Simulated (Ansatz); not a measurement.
Reaction (substitution at a C–Si bond): `C[SiH2][SiH]1B[SiH2]1` + `[SH][Au]` → `C[S][Au]` + `[SiH3][SiH]1B[SiH2]1`

Program: Ansatz. Geometries: PBE0-D4/def2-TZVP. ΔE: electronic, gas phase. CBS: MP2 limit from def2 TZ/QZ plus the TZ coupled-cluster correction, frozen cores. Functionals use def2-TZVPP. B3LYP here is the variant with VWN-RPA as its local correlation; programs differ in this. def2 core potentials past Kr. For Au outer-core shells are correlated without core-valence functions, which leaves a few kJ/mol of doubt a bond. Each species was taken in one conformer, which may not be the lowest.

```tsv
level	ΔE (kcal/mol)	difference from CCSD(T)/CBS
PBE-D4	11.7	-1.3
r2SCAN-D4	12.6	-0.4
PBE0-D4	13.1	0.1
ωB97X-V	13.7	0.7
B2PLYP	12.3	-0.7
PBE0	12.8	-0.2
B3LYP	11.9	-1.1
CCSD(T)/def2-TZVPP	13.1	0.1
HF/def2-QZVPP	14.1	1.1
MP2/def2-QZVPP	12.7	-0.3
CCSD(T)/CBS	13.0	0
```

Largest T1 diagnostic among the species: 0.025, so the coupled-cluster value is less sure than usual.

In def2-TZVPP, CCSD(T) changes the Hartree–Fock value by −1.0 kcal/mol (the triples alone add −0.4 kcal/mol) and MP2 by −1.3 kcal/mol. From PBE to PBE0 (25 % exact exchange), in def2-TZVPP and without D4, ΔE moves by +1.4 kcal/mol.
